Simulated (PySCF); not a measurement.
SiCl₂I₂, SMILES Cl[Si](Cl)(I)I.

The structure is a stationary point at PBE0-D3(BJ)/def2-SVP. The def2 effective core potentials stand for the cores of I; spin–orbit coupling is left out.

Calculation: TDDFT-PBE/def2-SVPD run with PySCF.

Vertical excitations. The molecule is in vacuum. State labels are in the subgroup C2v.

### Question
Give excitation energies, oscillator strengths and character. (An estimate is asked for; the answer gives what the named calculation found.)

### Answer

```csv
state,symmetry,energy (eV),λ (nm),f,main pairs
S1,B1,3.97,313,0.010,HOMO→LUMO 99 %
S2,A2,4.09,303,0.000,HOMO−1→LUMO 100 %
S3,B2,4.33,286,0.004,HOMO−2→LUMO 99 %
S4,A1,4.63,268,0.006,HOMO−3→LUMO 98 %
S5,B1,5.43,228,0.032,HOMO−4→LUMO 79 %
S6,B2,5.49,226,0.001,HOMO−5→LUMO 95 %
S7,A1,5.52,225,0.011,HOMO→LUMO+1 96 %
S8,A2,5.62,221,0.000,HOMO→LUMO+2 98 %
S9,B2,5.69,218,0.011,HOMO−1→LUMO+1 94 %
S10,B1,5.75,215,0.004,"HOMO→LUMO+3 58 %, HOMO−1→LUMO+2 41 %"
T1,B1,3.63,341,0,HOMO→LUMO 100 %
T2,A2,3.80,326,0,HOMO−1→LUMO 100 %
T3,B2,4.03,308,0,HOMO−2→LUMO 99 %
T4,A1,4.30,288,0,HOMO−3→LUMO 99 %
```
Triplets are in the Tamm–Dancoff approximation, which puts them higher than full response would, so one can lie above its singlet here.
